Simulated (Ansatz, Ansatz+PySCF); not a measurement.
| atom | x (Å) | y (Å) | z (Å) |
| --- | --- | --- | --- |
| C | -0.0467 | -0.0164 | -0.4852 |
| C | -0.0416 | -0.0157 | 0.7991 |
| H | -0.0485 | -0.9506 | -1.0196 |
| H | -0.0062 | 0.9891 | -1.0037 |

Basis set: def2-SVP (spherical functions). Left uncorrelated: 2 orbitals. Charge 0, multiplicity 1.

Computed with Ansatz (development build ahead of 0.2.0); each method stands on the lowest determinant of its kind that the runs found. Restricted open shells among the atoms or ions are ROHF, correlated in semicanonical orbitals with singles. Restricted functionals stand beside restricted open-shell atoms, which can lie above the unrestricted atoms usual in DFT and then raise those values.

The atomization energy at this shape (free ground-state atoms in the same class of orbitals less the molecule, no zero-point energy) of singlet C2H2:

```
               method  atomization energy
   ωB97X (restricted)            15.62 eV
 ωB97X (unrestricted)            15.48 eV
  r²SCAN (restricted)            15.64 eV
r²SCAN (unrestricted)            15.48 eV
  PBE0 (unrestricted)            15.62 eV
   PBE (unrestricted)            16.01 eV
     PBE (restricted)            16.08 eV
          RHF-CCSD(T)            14.79 eV
              RHF-MP2            14.82 eV
              UHF-MP2            14.71 eV
                  UHF            11.30 eV
                  RHF            11.50 eV
```

Question: What does PBE0 (restricted) give?

Answer: 15.71 eV. Caution for UHF-MP2: another reference gives a lower total. Caution for UHF-MP2, UHF: the unrestricted determinant is spin contaminated.
